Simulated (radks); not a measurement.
Numerical settings for neutral palladium, [Kr] 4d10. Calculated with a radial shooting solver on a logarithmic mesh with Libxc functionals: Dirac Kohn-Sham, PBE, spin-unpolarised, spherical densities, point nucleus. The defaults (mesh step 0.008 in ln r, mesh end at 40 bohr or more with all orbitals vanishing there, Anderson mixing 0.5 over 9 steps, residual threshold near 1e-9 with the energy settled to 1e-9 hartree or 1e-11 of itself, here a cap of 99 iterations) give E = -5046.9409 hartree and 4d5/2 at -3.881 eV in 15 iterations. Times are rough (one thread of a shared host). Changes against that run (0 stands for a change within the tolerance of the run):

\begin{tabular}{lrrrrr}
setting & iterations & converged & E (mhartree) & e(4d5/2) (meV) & CPU (s) \\ \hline
mesh step in ln r 0.02 & 15 & yes & 0 & 0 & 0.07 \\
mesh step in ln r 0.012 & 15 & yes & 0 & 0 & 0.1 \\
mesh step in ln r 0.12 & 2 & no & diverged & - & 0.02 \\
mesh end (bohr) 20 & 15 & yes & 0 & 0 & 0.14 \\
mesh end (bohr) 400 & 15 & yes & 0 & 0 & 0.15 \\
residual threshold 0.001 & 11 & yes & 0 & +0.19 & 0.12 \\
residual threshold 1e-16 & 99 & no & 0 & 0 & 0.46 \\
mixing 0.2 & 19 & yes & 0 & 0 & 0.18 \\
linear mixing, mixing 0.05 & 99 & no & +0.00222 & -24.6 & 0.71 \\
linear mixing, mixing 0.5 & 81 & yes & 0 & 0 & 0.54 \\
mixing history 3 & 19 & yes & 0 & 0 & 0.16 \\
iteration cap 8 & 8 & no & +0.00391 & -19.7 & 0.08 \\
\end{tabular}

No run marked as converged misses the energy by more than 1 mhartree. A mesh that ends early acts as a hard wall.
